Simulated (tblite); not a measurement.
Species: C8H10AlN.
Atom-mapped SMILES: `[CH3:1][C:2]#[C:3][c:4]1[cH:5][cH:6][cH:7][n+:8]([AlH3-:9])[cH:10]1` (hydrogens: H11, H12, H13 on C1; H14 on C5; H15 on C6; H16 on C7; H17, H18, H19 on Al9; H20 on C10)
Bond orders are those of one Lewis drawing.

Computed with GFN2-xTB (tblite), gas phase: L-BFGS steps from a force-field or distance-geometry start until the largest atomic force falls under 0.01 eV/Å.

Step 10: E = -712.6225 eV
```
atom  x, y, z in Å  |  force x, y, z in eV/Å
C1      4.2161   -0.8687    0.8874   -0.074   0.050  -0.026
C2      2.8970   -0.4268    0.4947    0.077  -0.014   0.033
C3      1.8067   -0.0436    0.1559   -0.129  -0.035   0.009
C4      0.5081    0.3713   -0.2328    0.063  -0.105   0.089
C5      0.3183    1.4766   -1.0709   -0.070  -0.094   0.045
C6     -0.9787    1.8193   -1.4120   -0.034  -0.040   0.031
C7     -2.0377    1.0654   -0.9238    0.015   0.005   0.003
N8     -1.8586    0.0137   -0.1322    0.116   0.002   0.003
Al9    -3.4132   -1.1111    0.6265    0.003   0.064  -0.005
C10    -0.6245   -0.3246    0.2097    0.028   0.016  -0.010
H11     4.3528   -1.9163    0.6089   -0.010   0.109   0.014
H12     4.3372   -0.7748    1.9696   -0.041   0.001  -0.116
H13     4.9726   -0.2582    0.3892   -0.042  -0.082   0.050
H14     1.1680    2.0398   -1.4420   -0.136  -0.108   0.082
H15    -1.1625    2.6636   -2.0550   -0.069   0.040  -0.029
H16    -3.0673    1.2919   -1.1627   -0.022  -0.014  -0.006
H17    -2.8102   -2.5742    0.5071    0.056   0.152  -0.035
H18    -4.5846   -0.7227   -0.3763    0.191   0.029   0.042
H19    -3.5045   -0.5214    2.0973    0.100   0.008  -0.150
H20    -0.5399   -1.1886    0.8584   -0.022   0.017  -0.024
```

Step 11: E = -712.6304 eV
```
atom  x, y, z in Å  |  force x, y, z in eV/Å
C1      4.2111   -0.8665    0.8870   -0.009   0.034  -0.036
C2      2.8978   -0.4231    0.4904    0.030  -0.020   0.052
C3      1.8045   -0.0460    0.1569   -0.190  -0.023  -0.003
C4      0.5051    0.3660   -0.2292    0.046  -0.085   0.074
C5      0.3158    1.4724   -1.0666   -0.119  -0.090   0.026
C6     -0.9818    1.8158   -1.4091   -0.003  -0.015   0.015
C7     -2.0417    1.0624   -0.9226    0.027  -0.013   0.027
N8     -1.8611    0.0109   -0.1303    0.185   0.029  -0.016
Al9    -3.4018   -1.0994    0.6220   -0.050  -0.031   0.024
C10    -0.6275   -0.3305    0.2135    0.001   0.034  -0.022
H11     4.3494   -1.9104    0.6073   -0.016   0.000   0.003
H12     4.3332   -0.7729    1.9664   -0.047   0.006  -0.027
H13     4.9691   -0.2623    0.3910    0.040   0.005  -0.002
H14     1.1648    2.0363   -1.4400   -0.148  -0.126   0.100
H15    -1.1621    2.6615   -2.0529   -0.074   0.013  -0.010
H16    -3.0734    1.2853   -1.1599    0.016  -0.010  -0.007
H17    -2.7944   -2.5684    0.4993    0.028   0.203  -0.024
H18    -4.5735   -0.7128   -0.3870    0.204   0.025   0.070
H19    -3.4908   -0.5108    2.0981    0.094  -0.004  -0.185
H20    -0.5477   -1.1968    0.8626   -0.015   0.068  -0.059
```

Step 12: E = -712.6388 eV
```
atom  x, y, z in Å  |  force x, y, z in eV/Å
C1      4.2053   -0.8633    0.8855    0.068   0.005  -0.032
C2      2.8979   -0.4191    0.4864   -0.055  -0.008   0.047
C3      1.8009   -0.0498    0.1586   -0.158  -0.029   0.006
C4      0.5029    0.3593   -0.2243   -0.041  -0.058   0.045
C5      0.3110    1.4653   -1.0610   -0.133  -0.039  -0.016
C6     -0.9853    1.8123   -1.4061   -0.017  -0.025   0.018
C7     -2.0458    1.0586   -0.9205    0.060   0.023   0.007
N8     -1.8609    0.0086   -0.1287    0.144   0.019  -0.014
Al9    -3.3923   -1.0884    0.6186   -0.050  -0.102   0.030
C10    -0.6301   -0.3364    0.2175    0.010   0.046  -0.027
H11     4.3450   -1.9038    0.6060   -0.021  -0.121  -0.018
H12     4.3278   -0.7708    1.9616   -0.048   0.016   0.087
H13     4.9659   -0.2664    0.3931    0.123   0.100  -0.064
H14     1.1582    2.0299   -1.4357   -0.120  -0.121   0.101
H15    -1.1628    2.6591   -2.0507   -0.067  -0.010   0.007
H16    -3.0794    1.2774   -1.1567    0.045  -0.008  -0.003
H17    -2.7759   -2.5580    0.4900   -0.001   0.222  -0.010
H18    -4.5569   -0.7010   -0.3977    0.183   0.023   0.083
H19    -3.4733   -0.4988    2.0954    0.078  -0.009  -0.186
H20    -0.5572   -1.2041    0.8657    0.000   0.075  -0.061
```

Step 13: E = -712.6475 eV
```
atom  x, y, z in Å  |  force x, y, z in eV/Å
C1      4.2003   -0.8599    0.8833    0.129  -0.026  -0.020
C2      2.8967   -0.4152    0.4833   -0.102   0.000   0.035
C3      1.7956   -0.0547    0.1609   -0.073  -0.039   0.024
C4      0.4999    0.3518   -0.2187   -0.089   0.023  -0.025
C5      0.3039    1.4568   -1.0553   -0.106  -0.007  -0.029
C6     -0.9895    1.8084   -1.4029   -0.013   0.025  -0.022
C7     -2.0488    1.0555   -0.9186    0.024  -0.009   0.025
N8     -1.8588    0.0066   -0.1274    0.032   0.023  -0.025
Al9    -3.3847   -1.0796    0.6162   -0.007  -0.128   0.014
C10    -0.6315   -0.3414    0.2210   -0.040   0.012  -0.004
H11     4.3401   -1.8987    0.6046   -0.023  -0.192  -0.033
H12     4.3212   -0.7686    1.9576   -0.041   0.023   0.160
H13     4.9649   -0.2688    0.3943    0.161   0.158  -0.101
H14     1.1488    2.0209   -1.4293   -0.045  -0.081   0.073
H15    -1.1650    2.6566   -2.0482   -0.051  -0.041   0.031
H16    -3.0843    1.2690   -1.1535    0.065  -0.005   0.001
H17    -2.7570   -2.5427    0.4803   -0.022   0.195   0.003
H18    -4.5360   -0.6887   -0.4068    0.128   0.023   0.076
H19    -3.4539   -0.4868    2.0884    0.053  -0.006  -0.149
H20    -0.5670   -1.2098    0.8675    0.021   0.051  -0.037
```

Question: Estimate the geometry and energy of step 14. (The exact step hangs on the optimiser's Hessian estimate; all steps are aligned on step 13, rigid shifts and turns removed.)

Answer: E = -712.6547 eV, largest force 0.208 eV/Å
```
atom  x, y, z in Å  |  force x, y, z in eV/Å
C1      4.1984   -0.8575    0.8810    0.135  -0.041  -0.002
C2      2.8945   -0.4124    0.4819   -0.092  -0.002   0.023
C3      1.7897   -0.0597    0.1634    0.042  -0.047   0.042
C4      0.4964    0.3463   -0.2147   -0.123   0.044  -0.047
C5      0.2963    1.4493   -1.0509   -0.044   0.043  -0.047
C6     -0.9934    1.8062   -1.4010   -0.041   0.013  -0.017
C7     -2.0509    1.0528   -0.9164    0.008   0.017  -0.003
N8     -1.8565    0.0056   -0.1271   -0.108  -0.020  -0.001
Al9    -3.3789   -1.0748    0.6145    0.039  -0.102  -0.008
C10    -0.6332   -0.3452    0.2238   -0.045   0.002   0.001
H11     4.3358   -1.8977    0.6031   -0.019  -0.165  -0.026
H12     4.3150   -0.7664    1.9566   -0.026   0.020   0.137
H13     4.9669   -0.2682    0.3938    0.124   0.143  -0.087
H14     1.1400    2.0116   -1.4223    0.037  -0.027   0.033
H15    -1.1682    2.6541   -2.0459   -0.040  -0.029   0.023
H16    -3.0868    1.2625   -1.1509    0.051   0.000   0.003
H17    -2.7426   -2.5262    0.4728   -0.021   0.122   0.010
H18    -4.5160   -0.6785   -0.4118    0.061   0.024   0.050
H19    -3.4373   -0.4778    2.0790    0.030   0.003  -0.089
H20    -0.5742   -1.2131    0.8680    0.032   0.002   0.004
```

The energy changes by -0.0072 eV. The first-order estimate −F·Δx gives -0.0104 eV and the mean of the old and new forces, exact on a quadratic surface, -0.0072 eV. The step makes an angle of 68° with the force vector and moves no atom by more than 0.023 Å.

The cost below is that of the whole relaxation. On Arm Neoverse N1, one thread, shared host, this took 1.8 s of wall time.
